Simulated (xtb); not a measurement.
Level of theory: GFN2-xTB run with xtb.

```
xtb start.xyz --ohess tight --gfn 2 --chrg 0 --uhf 0 --iterations 400

# start.xyz
29

C     -2.047755    -0.486742    -2.357348
C     -0.655159    -0.905331    -1.927398
Sn    -0.000605     0.004599     0.004993
C      2.126129    -0.548121     0.406911
C      2.340302    -2.036387     0.603552
C     -0.192177     2.226606    -0.122690
C      0.530932     2.834504    -1.308794
C     -1.283851    -0.758337     1.666418
C     -0.818665    -0.323258     3.042633
H     -2.108633     0.589986    -2.491017
H     -2.305365    -0.961019    -3.303785
H     -2.788626    -0.780468    -1.618620
H     -0.610360    -1.987960    -1.823792
H      0.069569    -0.622699    -2.689064
H      2.731656    -0.194246    -0.425677
H      2.447588    -0.005749     1.294683
H      2.049359    -2.592808    -0.283570
H      3.392102    -2.239817     0.802444
H      1.759355    -2.407396     1.443885
H     -1.253552     2.463798    -0.173192
H      0.191307     2.653382     0.802297
H      0.392432     3.915192    -1.317276
H      1.597253     2.629987    -1.261998
H      0.148880     2.437251    -2.245486
H     -1.295333    -1.845101     1.604362
H     -2.301695    -0.413180     1.494243
H     -1.479996    -0.730227     3.806940
H      0.189166    -0.676315     3.244652
H     -0.824257     0.759851     3.131697
```

Output:

```
[...]
     4   6 C    3.984 --     5 C    1.041    16 H    0.977    15 H    0.976
                             3 Sn   0.708
     5   6 C    3.997 --     4 C    1.041    19 H    0.992    17 H    0.991
                            18 H    0.978
     6   6 C    3.984 --     7 C    1.041    20 H    0.977    21 H    0.976
                             3 Sn   0.708
     7   6 C    3.997 --     6 C    1.041    24 H    0.992    23 H    0.991
                            22 H    0.978
     8   6 C    3.984 --     9 C    1.041    25 H    0.977    26 H    0.976
                             3 Sn   0.708
     9   6 C    3.997 --     8 C    1.041    28 H    0.992    29 H    0.991
                            27 H    0.978
    10   1 H    0.999 --     1 C    0.992
    11   1 H    0.992 --     1 C    0.978
    12   1 H    0.999 --     1 C    0.991
    13   1 H    0.999 --     2 C    0.976
    14   1 H    0.999 --     2 C    0.977
    15   1 H    0.999 --     4 C    0.976
    16   1 H    0.999 --     4 C    0.977
    17   1 H    0.999 --     5 C    0.991
    18   1 H    0.992 --     5 C    0.978
    19   1 H    0.999 --     5 C    0.992
    20   1 H    0.999 --     6 C    0.977
    21   1 H    0.999 --     6 C    0.976
    22   1 H    0.992 --     7 C    0.978
    23   1 H    0.999 --     7 C    0.991
    24   1 H    0.999 --     7 C    0.992
    25   1 H    0.999 --     8 C    0.977
    26   1 H    0.999 --     8 C    0.976
    27   1 H    0.992 --     9 C    0.978
    28   1 H    0.999 --     9 C    0.992
    29   1 H    0.999 --     9 C    0.991
 ---------------------------------------------------------------------------

Topologies differ in total number of bonds
Writing topology from bond orders to xtbtopo.mol

molecular dipole:
                 x           y           z       tot (Debye)
 q only:        0.000       0.001      -0.001
   full:        0.000      -0.000      -0.001       0.003
molecular quadrupole (traceless):
                xx          xy          yy          xz          yz          zz
 q only:        0.089       0.060       0.034      -0.094       0.160      -0.124
  q+dip:        0.283       0.205       0.099      -0.329       0.505      -0.382
   full:       -0.081      -0.064      -0.017       0.088      -0.135       0.098

           -------------------------------------------------
          |                Geometry Summary                 |
           -------------------------------------------------

      molecular mass/u    :      234.9548148
   center of mass at/Å    :       -0.0003145       0.0024413       0.0026551
  moments of inertia/u·Å² :        0.5077598E+03   0.6856292E+03   0.6878268E+03
rotational constants/cm⁻¹ :        0.3320001E-01   0.2458710E-01   0.2450854E-01

 * 24 selected distances

     #   Z          #   Z                                           value/Å
     1   6 C        2   6 C                                       1.5163765
     4   6 C        5   6 C                                       1.5164016
     6   6 C        7   6 C                                       1.5163343
     8   6 C        9   6 C                                       1.5164630 (max)
     1   6 C       10   1 H                                       1.0867000
     1   6 C       11   1 H                                       1.0895159
     1   6 C       12   1 H                                       1.0866849 (min)
     2   6 C       13   1 H                                       1.0884976
     2   6 C       14   1 H                                       1.0886904
     4   6 C       15   1 H                                       1.0886200
     4   6 C       16   1 H                                       1.0888722
     5   6 C       17   1 H                                       1.0868477
     5   6 C       18   1 H                                       1.0895987
     5   6 C       19   1 H                                       1.0868794
     6   6 C       20   1 H                                       1.0887275
     6   6 C       21   1 H                                       1.0884847
     7   6 C       22   1 H                                       1.0895600
     7   6 C       23   1 H                                       1.0867648
     7   6 C       24   1 H                                       1.0868145
     8   6 C       25   1 H                                       1.0885950
     8   6 C       26   1 H                                       1.0884779
     9   6 C       27   1 H                                       1.0895632
     9   6 C       28   1 H                                       1.0868231
     9   6 C       29   1 H                                       1.0867792

 * 2 distinct bonds (by element types)

   Z      Z             #   av. dist./Å        max./Å        min./Å
   1 H    6 C          20     1.0880748     1.0895987     1.0866849
   6 C    6 C           4     1.5163939     1.5164630     1.5163343

           -------------------------------------------------
          |               Frequency Printout                |
           -------------------------------------------------
 projected vibrational frequencies (cm⁻¹)
eigval :       -0.00    -0.00    -0.00     0.00     0.00     0.00
eigval :       26.96    29.47    35.82    38.04    62.58    80.70
eigval :       81.63    95.33   103.57   201.28   217.32   218.35
eigval :      236.32   238.91   244.60   245.14   271.25   394.99
eigval :      467.35   468.53   468.72   672.28   672.58   682.03
eigval :      701.64   943.57   943.71   946.70   958.05   996.24
eigval :      996.29   998.01  1000.46  1068.88  1069.11  1070.92
eigval :     1078.11  1210.12  1210.17  1215.21  1223.88  1228.93
eigval :     1230.73  1230.78  1233.98  1410.73  1410.91  1412.60
eigval :     1413.07  1457.29  1458.02  1458.06  1459.69  1499.84
eigval :     1499.86  1500.97  1501.36  1502.28  1502.43  1503.63
eigval :     1503.97  2973.87  2974.88  2975.60  2978.12  2983.36
eigval :     2984.35  2986.14  2986.39  2995.34  2995.95  2996.51
eigval :     2996.84  3026.63  3027.53  3027.91  3028.89  3032.15
eigval :     3032.92  3033.68  3035.35
 reduced masses (amu)
   1: 42.84   2: 14.27   3: 44.36   4: 36.79   5: 61.23   6: 23.73   7: 14.35   8: 14.86
   9: 15.54  10:  8.42  11: 10.40  12: 25.32  13: 24.67  14:  6.98  15: 12.49  16:  8.11
  17:  8.59  18:  8.88  19:  2.87  20:  3.36  21: 15.24  22: 14.97  23: 37.19  24:  9.52
  25: 19.38  26: 24.94  27: 24.94  28:  3.86  29:  3.85  30:  2.98  31:  4.11  32:  1.79
  33:  1.78  34:  1.70  35:  2.04  36:  2.78  37:  2.78  38:  2.75  39:  2.91  40:  9.96
  41:  9.96  42:  9.88  43:  9.78  44:  4.19  45:  4.19  46:  4.19  47:  3.88  48:  3.70
  49:  3.68  50:  3.68  51:  3.59  52:  2.94  53:  2.94  54:  2.83  55:  2.90  56:  2.00
  57:  2.03  58:  2.03  59:  2.03  60:  1.55  61:  1.55  62:  1.56  63:  1.58  64:  1.52
  65:  1.51  66:  1.50  67:  1.50  68:  1.98  69:  1.97  70:  1.98  71:  2.00  72:  1.52
  73:  1.53  74:  1.55  75:  1.56  76:  1.79  77:  1.79  78:  1.77  79:  1.77  80:  1.94
  81:  1.94  82:  1.95  83:  1.93  84:  1.44  85:  1.42  86:  1.41  87:  1.40
 IR intensities (km·mol⁻¹)
   1:  0.00   2:  0.00   3:  0.00   4:  0.00   5:  0.00   6:  0.00   7:  0.01   8:  0.00
   9:  0.01  10:  0.00  11:  0.12  12:  0.89  13:  0.85  14:  0.01  15:  1.22  16:  0.00
  17:  0.71  18:  0.63  19:  0.33  20:  0.02  21:  6.33  22:  6.32  23: 17.81  24:  0.00
  25: 16.03  26: 50.24  27: 50.77  28: 60.60  29: 61.12  30:  0.26  31: 85.16  32:  4.23
  33:  4.18  34:  0.03  35: 16.17  36: 10.57  37: 10.94  38:  0.03  39: 20.07  40:  4.18
  41:  4.25  42:  0.01  43:  4.56  44: 56.39  45: 55.56  46: 46.87  47:  0.01  48:  0.01
  49:  3.68  50:  3.73  51:  1.82  52:  1.35  53:  1.21  54:  0.96  55:  0.01  56:  0.07
  57:  2.02  58:  1.93  59:  3.34  60:  2.49  61:  2.54  62:  0.11  63:  0.01  64:  3.27
  65:  3.13  66:  5.02  67:  0.15  68: 18.76  69: 22.42  70:  7.75  71: 58.69  72: 12.17
  73:  4.06  74: 40.24  75: 43.90  76:  9.85  77: 84.89  78:111.08  79:112.97  80: 46.74
  81: 47.83  82: 40.51  83: 29.89  84: 10.27  85: 59.69  86: 59.05  87: 35.06
Refinement of some symmetry elements was terminated before convergence was reached.
Some symmetry elements may remain unidentified.
Molecule has no symmetry elements
It seems to be the C1 point group
 Raman intensities (Ä⁴*amu⁻¹)
   1:  0.00   2:  0.00   3:  0.00   4:  0.00   5:  0.00   6:  0.00   7:  0.00   8:  0.00
   9:  0.00  10:  0.00  11:  0.00  12:  0.00  13:  0.00  14:  0.00  15:  0.00  16:  0.00
  17:  0.00  18:  0.00  19:  0.00  20:  0.00  21:  0.00  22:  0.00  23:  0.00  24:  0.00
  25:  0.00  26:  0.00  27:  0.00  28:  0.00  29:  0.00  30:  0.00  31:  0.00  32:  0.00
  33:  0.00  34:  0.00  35:  0.00  36:  0.00  37:  0.00  38:  0.00  39:  0.00  40:  0.00
  41:  0.00  42:  0.00  43:  0.00  44:  0.00  45:  0.00  46:  0.00  47:  0.00  48:  0.00
  49:  0.00  50:  0.00  51:  0.00  52:  0.00  53:  0.00  54:  0.00  55:  0.00  56:  0.00
  57:  0.00  58:  0.00  59:  0.00  60:  0.00  61:  0.00  62:  0.00  63:  0.00  64:  0.00
  65:  0.00  66:  0.00  67:  0.00  68:  0.00  69:  0.00  70:  0.00  71:  0.00  72:  0.00
  73:  0.00  74:  0.00  75:  0.00  76:  0.00  77:  0.00  78:  0.00  79:  0.00  80:  0.00
  81:  0.00  82:  0.00  83:  0.00  84:  0.00  85:  0.00  86:  0.00  87:  0.00
 output can be read by thermo (or use thermo option).
 writing <g98.out> molden fake output.
 recommended (thermochemical) frequency scaling factor: 1.0
           -------------------------------------------------
          |             Thermodynamic Functions             |
           -------------------------------------------------

c1  symmetry found (for desy threshold:  0.10E+00) used in thermo

          ...................................................
          :                      SETUP                      :
          :.................................................:
          :  # frequencies                          81      :
          :  # imaginary freq.                       0      :
          :  linear?                             false      :
          :  only rotor calc.                    false      :
          :  symmetry                               c1      :
          :  rotational number                       1      :
          :  scaling factor                  1.0000000      :
          :  rotor cutoff                   50.0000000 cm⁻¹ :
          :  imag. cutoff                  -20.0000000 cm⁻¹ :
          :.................................................:

    mode    ω/cm⁻¹     T·S(HO)/kcal·mol⁻¹    T·S(FR)/kcal·mol⁻¹   T·S(vib)
   ------------------------------------------------------------------------
       1     26.96    -1.80114 (  7.80%)    -1.23918 ( 92.20%)    -1.28301
       2     29.47    -1.74868 ( 10.76%)    -1.21294 ( 89.24%)    -1.27060
       3     35.82    -1.63318 ( 20.85%)    -1.15512 ( 79.15%)    -1.25480
       4     38.04    -1.59769 ( 25.09%)    -1.13734 ( 74.91%)    -1.25285
       5     62.58    -1.30418 ( 71.04%)    -0.98996 ( 28.96%)    -1.21319
       6     80.70    -1.15493 ( 87.16%)    -0.91462 ( 12.84%)    -1.12407
       7     81.63    -1.14823 ( 87.66%)    -0.91123 ( 12.34%)    -1.11899
       8     95.33    -1.05769 ( 92.97%)    -0.86528 (  7.03%)    -1.04416
       9    103.57    -1.00954 ( 94.85%)    -0.84075 (  5.15%)    -1.00085
      10    201.28    -0.63248 ( 99.62%)    -0.64394 (  0.38%)    -0.63253
      11    217.32    -0.59073 ( 99.72%)    -0.62123 (  0.28%)    -0.59081
      12    218.35    -0.58817 ( 99.73%)    -0.61983 (  0.27%)    -0.58826
      13    236.32    -0.54573 ( 99.80%)    -0.59640 (  0.20%)    -0.54584
      14    238.91    -0.53995 ( 99.81%)    -0.59318 (  0.19%)    -0.54005
      15    244.60    -0.52747 ( 99.83%)    -0.58620 (  0.17%)    -0.52757
      16    245.14    -0.52630 ( 99.83%)    -0.58554 (  0.17%)    -0.52640
      17    271.25    -0.47353 ( 99.88%)    -0.55557 (  0.12%)    -0.47362
   ------------------------------------------------------------------------

   temp. (K)  partition function   enthalpy   heat capacity  entropy
                                   cal/mol     cal/K/mol   cal/K/mol   J/K/mol
 298.15  VIB  0.296E+08             8523.873     44.316     56.431
         ROT  0.118E+07              888.752      2.981     30.768
         INT  0.350E+14             9412.625     47.296     87.199
         TR   0.348E+28             1481.254      4.968     42.245
         TOT                       10893.8793    52.2646   129.4445   541.5958

       T/K    H(0)-H(T)+PV         H(T)/Eh          T*S/Eh         G(T)/Eh
   ------------------------------------------------------------------------
    298.15    0.173605E-01    0.273373E+00    0.615033E-01    0.211869E+00
   ------------------------------------------------------------------------

         :::::::::::::::::::::::::::::::::::::::::::::::::::::
         ::                  THERMODYNAMIC                  ::
         :::::::::::::::::::::::::::::::::::::::::::::::::::::
         :: total free energy         -29.140039745487 Eh   ::
         ::.................................................::
         :: total energy              -29.351909244323 Eh   ::
         :: zero point energy           0.256012261087 Eh   ::
         :: G(RRHO) w/o ZPVE           -0.044142762251 Eh   ::
         :: G(RRHO) contrib.            0.211869498836 Eh   ::
         :::::::::::::::::::::::::::::::::::::::::::::::::::::

optimized geometry written to: xtbopt.xyz

           -------------------------------------------------
          | TOTAL ENERGY              -29.351909244323 Eh   |
          | TOTAL ENTHALPY            -29.078536481541 Eh   |
          | TOTAL FREE ENERGY         -29.140039745487 Eh   |
          | GRADIENT NORM               0.000268061812 Eh/α |
          | HOMO-LUMO GAP               4.448116385185 eV   |
           -------------------------------------------------

------------------------------------------------------------------------
```

Cost: about 6 core-seconds (a rough figure).
